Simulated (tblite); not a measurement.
Species: C5H9Cl3Si.
Z-matrix (Å and degrees, GFN2-xTB geometry), rows numbered from 1:
```
Cl
C   1  1.7793
C   2  1.5186  1  109.59
Cl  3  1.7865  2  107.46  1   170.13
C   3  1.5242  2  113.77  1   -67.29
Cl  5  1.8144  3  108.98  2   -59.43
C   5  1.4919  3  113.25  2   177.79
C   7  1.5357  5  116.99  3  -163.35
Si  8  1.8787  7   66.67  5   113.50
H   2  1.0904  1  107.72  3  -120.87
H   2  1.0898  1  107.28  3   120.51
H   3  1.0946  2  110.30  1    54.70
H   5  1.0933  3  108.32  2    54.23
H   7  1.0842  5  112.22  3    61.03
H   8  1.0807  7  115.73  9   114.45
H   8  1.0816  7  115.22  9  -113.40
H   9  1.4490  7  116.78  8  -106.57
H   9  1.4509  7  116.65  8   105.02
```

Computed values, GFN2-xTB/tblite, gas phase, harmonic and unscaled. This tight-binding method is rough: wavenumbers can miss measured ones by several per cent, in bad cases by 10 to 20. Modes of hydrogen on silicon can be 10 to 20 % off. One conformer, not necessarily the lowest.

Harmonic wavenumbers (cm⁻¹): 36.1, 53.2, 74.2, 112.4, 133.5, 185.6, 202.6, 224.1, 285.2, 336.8, 409.1, 437.1, 479.4, 512.7, 536.8, 652.1, 704.1, 720.9, 726.4, 739.6, 752.4, 773.6, 868.0, 929.5, 977.1, 1010.6, 1053.9, 1081.6, 1104.9, 1126.6, 1156.0, 1176.9, 1196.2, 1226.3, 1242.7, 1276.9, 1328.5, 1424.1, 1435.5, 2371.7, 2390.5, 2929.7, 2939.3, 2987.4, 2991.2, 3034.0, 3062.3, 3076.1.

A = 911.2, B = 571.2, C = 506.4 MHz; mass 201.954 u (most abundant isotopes); point group C1, symmetry number 1.

Q: What is the zero-point energy?

A: ½Σν̃ = 27243 cm⁻¹ = 325.90 kJ/mol.

Q: Give the ideal-gas entropy at 298.15 K and 1 bar in the rigid-rotor, harmonic-oscillator model (classical rotation).

A: Translation 175.06, rotation 131.71, vibration 150.75: S = 457.5 J/(mol K).

Q: And Cp and H(298.15 K) − H(0)?

A: Cp = 179.95 J/(mol K), of which vibrations give 146.69 (their classical limit is 48 R = 399.1); H(298.15 K) − H(0) = 32.78 kJ/mol without the zero-point energy, 22.86 from vibrations.

Q: Which modes carry the vibrational entropy at 298.15 K?

A: 36.1 cm⁻¹: 22.85; 53.2 cm⁻¹: 19.64; 74.2 cm⁻¹: 16.90; 112.4 cm⁻¹: 13.50; 133.5 cm⁻¹: 12.11; 185.6 cm⁻¹: 9.50 J/(mol K); the other 42 give 56.24 together.

Q: What must be added to the electronic energy to get the Gibbs energy at 298.15 K and 1 bar?

A: ZPE + [H(298.15 K) − H(0)] − T·S = 325.90 + 32.78 − 136.41 = 222.27 kJ/mol.

Q: How do the functions run with temperature in this model?

A: 
```tsv
T (K)	S (J/(mol K))	Cp (J/(mol K))	H − H(0) (kJ/mol)	G − H(0) (kJ/mol)	ln q(vib)
150	359.9	111.8	11.15	-42.84	4.20
250	427.8	158.0	24.63	-82.31	7.41
400	516.4	221.4	53.28	-153.27	12.02
600	618.1	279.6	103.85	-267.01	17.83
900	742.3	331.4	196.23	-471.80	25.73
```

q(vib) and H(0) count from the zero-point level.

Q: Blend soft modes into free rotors: weight 1/[1 + (100 cm⁻¹/ν̃)⁴] for the oscillator and the rest for a rotor with moment μB/(μ + B), μ = h/(8π²ν), B = 10⁻⁴⁴ kg m². What vibrational entropy results?

A: 135.61 J/(mol K) in place of 150.75, which changes −T·S at 298.15 K by +4.51 kJ/mol.

Hindered rotation and anharmonicity are outside this model. Other conformers, if any are populated, would add a mixing term that is left out. The structure is chiral; the term R ln 2 for an equal mix with its mirror image is left out.
